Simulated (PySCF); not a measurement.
A database entry of computed molecular properties.

```json
{
 "name": "(CH3)3CCF2CH3",
 "formula": "C6H12F2",
 "smiles": "CC(C)(C)C(C)(F)F",
 "inchi": "InChI=1S/C6H12F2/c1-5(2,3)6(4,7)8/h1-4H3",
 "charge": 0,
 "multiplicity": 1,
 "geometry_level": "PBE0-D3(BJ)/def2-SVP",
 "atoms_angstrom": [
  ["C", -1.727, -0.906, 0.934],
  ["C", -0.58, -0.317, 0.107],
  ["C", -0.889, 1.143, -0.23],
  ["C", -0.4, -1.131, -1.175],
  ["C", 0.705, -0.394, 0.955],
  ["C", 1.983, 0.12, 0.342],
  ["F", 0.495, 0.289, 2.12],
  ["F", 0.908, -1.695, 1.32],
  ["H", -1.526, -1.953, 1.2],
  ["H", -1.874, -0.339, 1.864],
  ["H", -2.663, -0.87, 0.356],
  ["H", -0.126, 1.586, -0.887],
  ["H", -1.853, 1.207, -0.756],
  ["H", -0.958, 1.753, 0.682],
  ["H", -0.107, -2.167, -0.947],
  ["H", 0.36, -0.694, -1.84],
  ["H", -1.348, -1.161, -1.734],
  ["H", 2.787, -0.004, 1.08],
  ["H", 1.897, 1.185, 0.091],
  ["H", 2.241, -0.447, -0.561]
 ],
 "electronic_structure_code": "PySCF",
 "results": {
  "PBE0-D3(BJ)/def2-SVP geometry optimisation, gas phase": {
   "point_group": "Cs",
   "rotational_constants_GHz": [2.458, 1.762, 1.754]
  },
  "CAM-B3LYP/def2-SVPD ground state, ΔSCF and vertical TDDFT (core frozen in the response)": {
   "dipole_D": 2.27,
   "homo_eV": -10.44,
   "lumo_eV": 1.22,
   "S1_eV": 8.97,
   "strongest_line_of_10_singlets_eV": 9.78,
   "T1_tda_eV": 8.83,
   "polarisability_au": 74.6,
   "vertical_ip_eV": 11.15,
   "r2_bohr2_about_centre_of_nuclear_charge": 937.5,
   "singlets_eV_and_f": [
    [8.97, 0.011],
    [9.4, 0.063],
    [9.41, 0.069],
    [9.78, 0.162],
    [9.9, 0.006],
    [9.98, 0.003],
    [10.01, 0.058],
    [10.21, 0.0],
    [10.24, 0.019],
    [10.31, 0.001]
   ],
   "triplets_tda_eV": [8.83, 9.18, 9.21, 9.57]
  }
 }
}
```

The 10 singlets span 8.97 to 10.31 eV, and their oscillator strengths add up to 0.39. The principal polarisabilities are 72.6, 72.8 and 78.3 au; their mean is the isotropic value. The rotational constants make it an asymmetric top with κ = (2B − A − C)/(A − C) = -0.98, nearer the prolate limit (−1). A dipole of 2.27 D is allowed in Cs, and pure rotational transitions are dipole-allowed. The ΔSCF ionisation energy exceeds −ε(HOMO) by 0.71 eV with CAM-B3LYP.

The values belong to the conformer `[CH3:1][C:2]([CH3:3])([CH3:4])[C:5]([CH3:6])([F:7])[F:8]`: C1–C2–C5–C6 179°.
